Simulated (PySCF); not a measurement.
Compound: BBr4 (charge -1).
Numbering: `[Br:1][B-:2]([Br:3])([Br:4])[Br:5]`

Method: PySCF 2.14.0, PBE0-D3(BJ)/def2-SVP geometry optimisation, gas phase.

Q: Give the optimised bond lengths and angles.

A: 
```json
{"bond": "Br1–B2 and 3 like bonds", "length (Å)": "2.028"}
```

Bonds in one row agree within 0.01 Å and their mean is given. A selection of angles:
```json
{"angle": "Br1–B2–Br3", "degrees": "109.5"}
```

B2 (four-coordinate boron) is tetrahedral (angles from 109.3° to 109.6°). All 4 B–Br bonds measure 2.027 to 2.028 Å.

Point group: Td (tolerance 0.08 Å). Stationary, but not proved a minimum. The geometry's basis has no diffuse functions, a weakness for an anion.

Time: 59 s of wall time; peak memory 0.73 GiB. Hardware: one thread, Arm Neoverse V2 (aarch64), no GPU, on a shared host. That covers the optimisation of the geometry.


Species: BiH2F.
Bonds: Bi1–F4. Hydrogens: H2, H3 on Bi1.

Method: PBE0-D3(BJ)/def2-SVP geometry optimisation, gas phase, def2 core potentials past Kr (PySCF).

Q: What internal coordinates does the optimisation give?

A: 
| bond | length (pm) |
| --- | --- |
| Bi1–H2, Bi1–H3 | 180.6 |
| Bi1–F4 | 204.6 |

Bonds in one row agree within 1 pm and their mean is given. A selection of angles:
| angle | degrees |
| --- | --- |
| H2–Bi1–H3 | 89.1 |
| H2–Bi1–F4 | 94.6 |

Bi1 (bismuth bonded to F and 2 H) is pyramidal (angles 94.6°, 94.6° and 89.1°, sum 278.3°, 1.03 Å off the plane of its three neighbours).

Point group: Cs (tolerance 0.08 Å). Whether it is a minimum is left open (no frequencies).
